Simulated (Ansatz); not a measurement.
Basis-set extrapolation for CH$_{9}$AlNPSi (`C[SiH2]N[PH][AlH2]`) (PBE0-D4/def2-TZVP geometry, frozen core, Ansatz). Multiplicity 1, RHF reference.

```tsv
	def2-TZVPP	def2-QZVPP
HF	-969.246880	-969.278024
MP2 correlation	-0.748724	-0.802774
CCSD(T) correlation	-0.849533	not run
```

Energies in hartree. Use E(X) = E(∞) + A·exp(−7.88·√X) for Hartree–Fock and E(X) = E(∞) + B·X^(−2.97) for correlation, with X = 3 and 4, and add CCSD(T) minus MP2 of the smaller set to the MP2 limit.

**Question.** What is the CCSD(T) energy at the basis-set limit?

**Answer.** HF limit: -969.278024 + (-0.031144) × 0.13774 = -969.28231. MP2 limit: -0.802774 + (-0.054050) × 0.74074 = -0.84281. Higher-order term: -0.849533 − (-0.748724) = -0.10081. Total: -970.22593 hartree, 3.52 eV below CCSD(T)/def2-TZVPP.
